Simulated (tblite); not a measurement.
Isomers of C4H12N2SSi. Level: GFN2-xTB in tblite, geometry and Hessian alike; calculated harmonic values, unscaled, isolated species. Against measured fundamentals such values can be off by several per cent, at times by over 20. Modes of hydrogen on silicon and sulfur can be 10 to 20 % off. One conformer each.

Electronic energies: GFN2-xTB at the same geometries; isomer energies are rough at this level and their order can be wrong.

| SMILES | electronic energy, lowest = 0 (kcal/mol) |
| --- | --- |
| C/N=C\CN(C)[SiH2]S | 1.6 |
| C/N=C\[C@@H](C)N[SiH2]S | 0.0 |
| NCC1(N[SiH2]S)CC1 | 6.7 |
| CS[C@@H]1CC[Si]1(N)N | 22.5 |

Problem. How do GFN2-xTB zero-point energies change the relative energies?

Solution. 
```csv
SMILES,ZPE (kcal/mol),of it from modes above 1550 cm⁻¹,electronic (kcal/mol),"with ZPE, lowest = 0 (kcal/mol)",lowest mode (cm⁻¹),rings
C/N=C\[C@@H](C)N[SiH2]S,97.0,51.7,0.0,0.0,29,0
C/N=C\CN(C)[SiH2]S,96.8,50.7,1.6,1.4,22,0
NCC1(N[SiH2]S)CC1,98.2,53.1,6.7,7.8,21,1
CS[C@@H]1CC[Si]1(N)N,101.2,54.3,22.5,26.7,42,1
```

The zero-point energies span 4.4 kcal/mol, from `C/N=C\CN(C)[SiH2]S` to `CS[C@@H]1CC[Si]1(N)N`. The order is unchanged.
